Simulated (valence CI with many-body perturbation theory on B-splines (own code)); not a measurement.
# Ba25+: input, log and results

Calculated by valence CI with perturbative core correlation (CI+MBPT): three valence electrons over a frozen Dirac-Fock core [Ar] 3d10, radial functions for each j: 6 s, 6 p, 5 d, 3 f, 1 g, with the one-electron correlation potential Σ1 (screened to all orders), the two-electron term Σ2, the three-electron term Σ3, Breit, model QED; selected single and double excitations, second order for the rest (own B-spline code, finite nucleus).

Command, and the settings that its task file holds:

```sh
python run_cv.py task.json out
```

```
atom Ba  Z=56  mass_number=138  rms_radius_fm=4.8378
core [Ar] 3d10
valence 4s2 4p1
avg = 1
basis = S
breit = 1
cap = 10000
capref = 1200
cscale = 1
de = 0.0
dress = 0
eps = 2e-08
h = 0.27
hh = 1
l2 = 3
lcore = 6
maxit = 60
n2 = 5
natural = 1
nlev = 21
nno = [3, 3, 3, 2, 1]
nroot = 26
nsp = [3, 3, 2, 1, 0]
pt2 = 1
qed = 1
rpa = 1
s1 = 1
s2 = 3
s3 = 1
screen = 1
tol = 2e-05
```

It took 37 s on 1 thread of Arm Neoverse N1 (shared host).

Log. The first blocks belong to the next ion, which gives the ionisation energy. Fields: 2J, parity (1 odd), roots, reference size, generating configurations, candidates as configurations/state functions, variational space P, stored matrix elements, Davidson steps; e2 is the range of second-order energies in hartree. The first line gives the box (bohr), its intervals, the orbitals and the steps of their self-consistent field. Window is the range of levels sought, series limit the energy at which the first omitted orbital would enter, core excitation an estimate of the first excitation out of the core, left out the lowest levels not solved, and shifts from estimates the range by which levels moved from their first estimate, all in cm⁻¹.

```
rmax 4.4 intervals 59 orbitals 36 references ['4s2 4p', '4s 4p2', '4s2 4d', '4p3', '4s 4p 4d'] scf 4 t 1.4
2J=0 par=0 roots 2 ref 15 generators 4 cand 92/92 P 104/104 nnz 0 it 0
2J=0 par=0 roots 2 ref 15 generators 7 cand 3/3 P 107/107 nnz 0 it 0
   second order: generators 8 cand 0/0 e2 -0.00000 -0.00000
reference levels 438, estimated 49, window 1387861 1/cm; series limit 3676715, core excitation 5642340
2J=1 par=1 roots 4 ref 33 generators 9 cand 646/981 P 806/1185 nnz 0 it 0
2J=1 par=1 roots 4 ref 33 generators 14 cand 719/1097 P 949/1402 nnz 0 it 4
   second order: generators 20 cand 716/1091 e2 -0.00000 -0.00000
2J=3 par=1 roots 7 ref 53 generators 14 cand 681/1499 P 1033/2091 nnz 0 it 3
2J=3 par=1 roots 7 ref 53 generators 18 cand 798/1794 P 1196/2442 nnz 0 it 4
   second order: generators 30 cand 1128/2506 e2 -0.00001 -0.00000
2J=1 par=0 roots 4 ref 35 generators 11 cand 804/1207 P 726/1066 nnz 0 it 0
2J=1 par=0 roots 4 ref 35 generators 16 cand 803/1224 P 912/1325 nnz 0 it 4
   second order: generators 20 cand 806/1246 e2 -0.00000 -0.00000
2J=3 par=0 roots 5 ref 55 generators 11 cand 908/2018 P 841/1680 nnz 0 it 4
2J=3 par=0 roots 5 ref 55 generators 19 cand 975/2196 P 1051/2096 nnz 0 it 4
   second order: generators 23 cand 960/2192 e2 -0.00000 -0.00000
2J=5 par=0 roots 4 ref 57 generators 9 cand 950/2397 P 814/1676 nnz 0 it 4
2J=5 par=0 roots 4 ref 57 generators 16 cand 1042/2764 P 1005/2135 nnz 0 it 4
   second order: generators 23 cand 1046/2739 e2 -0.00001 -0.00000
2J=5 par=1 roots 5 ref 49 generators 7 cand 931/2403 P 1055/2316 nnz 0 it 4
2J=5 par=1 roots 5 ref 49 generators 18 cand 801/2102 P 1209/2704 nnz 1.2e+06 it 5
   second order: generators 24 cand 832/2146 e2 -0.00000 -0.00000
2J=7 par=1 roots 2 ref 36 generators 4 cand 772/1950 P 783/1685 nnz 0 it 3
2J=7 par=1 roots 2 ref 36 generators 13 cand 902/2329 P 929/2033 nnz 0 it 3
   second order: generators 17 cand 756/1981 e2 -0.00001 -0.00000
2J=9 par=1 roots 1 ref 19 generators 1 cand 415/926 P 290/573 nnz 0 it 0
2J=9 par=1 roots 1 ref 19 generators 3 cand 710/1628 P 409/845 nnz 0 it 0
   second order: generators 8 cand 951/2168 e2 -0.00000 -0.00000
left out: unestimated 2018170, estimated 1521925, shifts from estimates -1 to 0
operators 3.2
```

The Davidson iterations converged. The settings are bad on purpose, so the numbers may not be properties of the ion.

No measured levels were compared; by estimate levels hold to about 250 cm⁻¹ or 0.2 % of their energy and the worst to 1 %, as in measured heavy ions of charge 2 to 7; those with d or f electrons hold less well.

- Valence energy: -101.5187 hartree
- Ionisation energy: 848 eV (NIST: 846 ± 4 eV (theoretical))
- Reference configurations for the orbitals: 4s2 4p, 4s 4p2, 4s2 4d, 4p3, 4s 4p 4d
- Radial orbitals: 36
- Box radius: 4.408 bohr
- Largest variational space: 2704
- Lowest levels: (4s^2 4p1/2) J=1/2 0.00, (4s^2 4p3/2) J=3/2 21.40, (4s 4p1/2^2) J=1/2 54.38, (4s 4p1/2 4p3/2) J=3/2 [a] 69.60, (4s 4p1/2 4p3/2) J=5/2 74.05, (4s 4p1/2 4p3/2) J=3/2 [b] 80.94, (4s 4p1/2 4p3/2) J=1/2 83.44, (4s 4p3/2^2) J=5/2 94.07, (4s 4p3/2^2) J=1/2 105.50, (4s 4p3/2^2) J=3/2 105.54, (4s^2 4d3/2) J=3/2 118.95, (4s^2 4d5/2) J=5/2 122.83, (4p1/2^2 4p3/2) J=3/2 137.14, (4p1/2 4p3/2^2) J=3/2 154.12 eV

Levels are named by their leading jj configuration (3d3/2^4 stands for four electrons in 3d with j = 3/2), which in mixed levels can hold well under half, so a name can repeat and another be missing. Letters in brackets count levels of one name in rising energy.
